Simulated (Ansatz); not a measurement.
```yaml
crystal:
  periodic: [false, false, false]
  atoms:
    - {symbol: Si, position_ang: [-2.066716, -0.815661, -0.527855]}
    - {symbol: O, position_ang: [-1.073256, -0.109196, 0.574336]}
    - {symbol: Si, position_ang: [0.177416, 0.911984, 0.771723]}
    - {symbol: Si, position_ang: [2.195215, -0.069109, 0.106004]}
    - {symbol: Cl, position_ang: [-0.109061, 2.582987, -0.406973]}
    - {symbol: H, position_ang: [-2.852820, -1.853020, 0.180473]}
    - {symbol: H, position_ang: [-1.258385, -1.444407, -1.604878]}
    - {symbol: H, position_ang: [-2.974505, 0.198029, -1.117899]}
    - {symbol: H, position_ang: [0.162945, 1.376031, 2.178512]}
    - {symbol: H, position_ang: [3.305455, 0.901133, 0.294282]}
    - {symbol: H, position_ang: [2.467115, -1.287505, 0.915457]}
    - {symbol: H, position_ang: [2.103897, -0.446464, -1.329183]}
basis:
  gaussian: {orbitals: 6-31G}
magnetization: {spin_polarized: false, initial_magnetization: 2}
hamiltonian: {xc: {name: HF}, pseudopotentials: {relativity: scalar}}
correlation: {method: rpa}
scf: {lower_state_search: full}
```

```sh
$ ansatz run in.yaml --threads 4 --pin off --events-out ev --progress --plain --max-ram 10444MiB
```

Shortened log:

```
Functional definition: HF
868 factors; integrals over basis functions are off by at most 1.8e-4 eV
mean field evaluation 1: about -38301.8649 eV, gradient 3.7e1 eV
mean field evaluation 2: about -38301.8802 eV, gradient 3.7e1 eV
mean field evaluation 4: about -38306.1021 eV, gradient 7.5e0 eV
mean field evaluation 8: about -38306.5714 eV, gradient 8.8e-1 eV
mean field evaluation 16: about -38306.7580 eV, gradient 1.1e0 eV
mean field evaluation 32: about -38306.6086 eV, gradient 2.5e0 eV
mean field evaluation 64: about -38306.6011 eV, gradient 4.5e0 eV
mean field evaluation 96: about -38306.4631 eV, gradient 9.8e-1 eV
mean field evaluation 128: about -38306.5621 eV, gradient 4.1e-1 eV
mean field evaluation 256: about -38306.5000 eV, gradient 4.0e-1 eV
mean field evaluation 320: about -38306.8024 eV, gradient 9.1e-2 eV
mean field evaluation 352: about -38306.2915 eV, gradient 8.4e-1 eV
mean field -38306.80269308 eV, -1407.7490336872 hartree, gradient 2.9e-6 eV, S^2 2.000000; 19 other end points of the search recorded, 0 dependent functions left out
mean field evaluation 384: about -38306.8574 eV, gradient 5.3e-1 eV
mean field evaluation 416: about -38306.8643 eV, gradient 2.4e-1 eV
mean field evaluation 448: about -38306.8759 eV, gradient 2.6e-1 eV
21 core orbitals not correlated: weight in the atoms' cores, before any rotation towards them, 1.000 or more for the frozen orbitals, at most 0.000 for the correlated occupied ones
reference -38306.80269308 eV, -1407.7490336872 hartree; 17, 15 occupied and 37, 39 virtual orbitals, 868 factors
Total energy: -38317.29137767 eV, -1408.1344857365 hartree
Relativity: scalar
```

Run time 16 s (4 threads of an AMD EPYC 7B13 on a shared host); peak host memory 0.24 GiB.
